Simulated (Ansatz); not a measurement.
Coupled-cluster diagnostics for SnO₂, Ansatz.

Geometry of the singlet (B3LYP-D4/def2-TZVP):

```xyz
3

Sn    0.000    0.000    0.000
O    -1.633   -0.781    0.123
O     1.633    0.781   -0.123
```

In the def2 sets Sn takes a core potential; there is no spin–orbit coupling. Correlated methods freeze 6 core orbitals; core or outer-core shells of Sn are correlated, in sets that lack core-valence functions. The structure comes from a short search, and lower isomers may exist.

Geometry of the charge 0 triplet (B3LYP-D4/def2-TZVP):

```xyz
3

Sn    0.3784   -0.4591    0.6496
O     0.0578    1.4884    0.4211
O    -0.4362   -1.0293   -1.0707
```

Geometry of the charge 0 quintet (B3LYP-D4/def2-TZVP):

```csv
atom,x (Å),y (Å),z (Å)
Sn1,0.407,-0.550,-0.158
O2,-0.497,0.566,-1.693
O3,0.090,-0.016,1.851
```

Problem. Estimate the CCSD(T) correlation energy, the shares of MP2 and (T), T1 and the reference's ⟨S²⟩ for: charge 0, singlet, own geometry in def2-TZVPP; charge 0, singlet, own geometry in def2-TZVPD; charge 0, triplet, own geometry in def2-TZVPP; charge 0, quintet, own geometry in def2-TZVPP; charge 1, doublet, vertical in def2-TZVPP; charge -1, doublet, vertical in def2-TZVPD; and the rough time on 2 threads of Arm Neoverse V2 on a shared host.

Solution. 
```
                          state       basis  correlation (eV)  MP2 share (%)  (T) share (%)     T1  ⟨S²⟩ (pure)  wall time                            remarks
charge 0, singlet, own geometry  def2-TZVPP           -22.501           99.4            5.1  0.031  0.00 (0.00)      4.4 s  large T1, restricted SCF unstable
charge 0, singlet, own geometry  def2-TZVPD           -22.687           99.5            5.2  0.031  0.00 (0.00)      5.5 s  large T1, restricted SCF unstable
charge 0, triplet, own geometry  def2-TZVPP           -19.388           94.2            3.5  0.033  2.03 (2.00)       18 s                                  –
charge 0, quintet, own geometry  def2-TZVPP           -18.559           93.4            3.3  0.023  6.10 (6.00)       12 s                                  –
    charge 1, doublet, vertical  def2-TZVPP           -20.502           89.8            5.3  0.074  1.35 (0.75)       20 s        large T1, spin-contaminated
   charge -1, doublet, vertical  def2-TZVPD           -23.202           99.8            5.2  0.030  0.78 (0.75)       20 s                                  –
```
Customary marks for T1 are 0.02 (closed shells), 0.045 (open shells) and about 0.05 (3d metals). T1 exceeds 0.02 in 6 of 6 rows and 0.045 in 1; the higher it lies, the less the single-reference result can be trusted.
